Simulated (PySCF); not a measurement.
## Structure revision by computed shifts

A compound C₇H₁₂O₂Si gives the data below (simulated from a calculation) and was assigned the structure `CC#C[SiH2]C(=O)OC(C)C`.

13C{1H} NMR (computed): δ 204.5 (CH), 74.7 (CH), 53.7 (CH), 53.5 (CH), 21.0 (CH2), 8.6 (CH2), 6.8 (CH2).

1H NMR (400 MHz, computed): δ 10.50 (d, 1H), 4.47 (m, 1H), 4.43 (m, 1H), 4.24 (m, 1H), 3.43 (m, 1H), 3.34 (m, 1H), 2.15 (m, 1H), 1.98 (m, 1H), 0.87 (m, 1H), 0.65 (m, 1H), 0.51 (m, 1H), 0.30 (m, 1H).

PySCF 2.14 calculation with GFN2-xTB geometry and PBE0/pcSseg-1 with gauge-including orbitals; isolated molecule, non-relativistic, one computed conformer.

Shifts are taken against calculated references (same method and geometry level): 1H (31.72 ppm) and 13C (186.93 ppm) vs TMS.

Problem. Compare with the shifts computed for the proposed structure, pairing carbons in order of shift.

Solution. Atoms are numbered as in `[CH3:1][C:2]#[C:3][SiH2:4][C:5](=[O:6])[O:7][CH:8]([CH3:9])[CH3:10]`; H(Xn) means a hydrogen on atom n.

```tsv
atom	computed for proposal	given list	difference
C5	185.9	204.5	-18.6
C2	115.8	74.7	+41.1
C3	78.7	53.7	+25.0
C8	68.3	53.5	+14.8
C9	23.6	21.0	+2.6
C10	23.6	8.6	+15.0
C1	6.2	6.8	-0.6
```

The rms difference is 21.1 ppm and the largest +41.1 ppm at C2 (alkyne carbon). The proposal also would give 6 carbon signals, not 7. The carbon types in order of shift don't match either: C, C, C, CH, CH3, CH3, CH3 for the proposal against CH, CH, CH, CH, CH2, CH2, CH2 in the data. The proposal doesn't fit.

Problem. Which isomer fits?

Solution. SMILES O=C[C@@H]1[SiH2]C[C@@H]1OC1CC1.

1. Carbon types of the structure: 4 × CH, 3 × CH2, leaving 2 H on heteroatoms.
2. δC 204.5: aldehyde carbonyl carbon; low-lying n→π* states of the double bond to the heteroatom give a large paramagnetic term (-266 ppm).
3. δC 74.7: sp3 CH bonded to O; deshielded by the electronegative neighbour.
4. δH 10.50: hydrogen on an aldehyde carbonyl carbon; the formyl region, downfield of aromatic protons.
5. δH 3.43, 0.87, 0.65, 0.51, 0.30: hydrogen on a three-membered-ring carbon.

The shifts were computed for this structure.

Shifts are as computed. Against solution values, carbons near 30 ppm lie about +3 ppm off and those near 130 ppm about +5 ppm. Of 1211 compounds with measured shifts, 218 miss one by over three times the rms of a fit or turn the order of signals round; such compounds aren't used in these exercises. Multiplicities follow the n + 1 count of equivalent neighbours, as no J values were calculated; m marks all less simple cases, F and P coupling included.
